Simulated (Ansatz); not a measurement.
Z-matrix (Å, degrees):
```
C
O 1 1.466
Si 1 1.802 2 60.2
Te 1 2.126 2 117.3 3 117.0
H 1 1.088 2 112.4 3 -115.1
H 3 1.477 1 120.5 2 101.7
H 3 1.478 1 123.0 2 -99.0
H 4 1.659 1 94.5 2 -82.3
```

Charge 0, multiplicity 1. Te: def2 effective core potential.

(1) List the PBE0/def2-TZVPP orbital energies in eV (the Gaussian-basis code of Ansatz). (An estimate is asked.)

## Answers

(1) The calculation gave: Occupied: -1803.50, -523.03, -280.22, -171.85, -145.80, -120.85, -120.75, -120.53, -100.50, -100.45, -100.42, -44.07, -44.03, -43.82, -43.74, -43.71, -28.80, -19.16, -16.56, -15.26, -13.08, -11.93, -11.24, -10.32, -9.64, -8.31, -7.63, -6.27. Lowest empty: -1.20, -0.23, 0.24, 0.98, 1.06, 2.19, 2.76, 2.94.
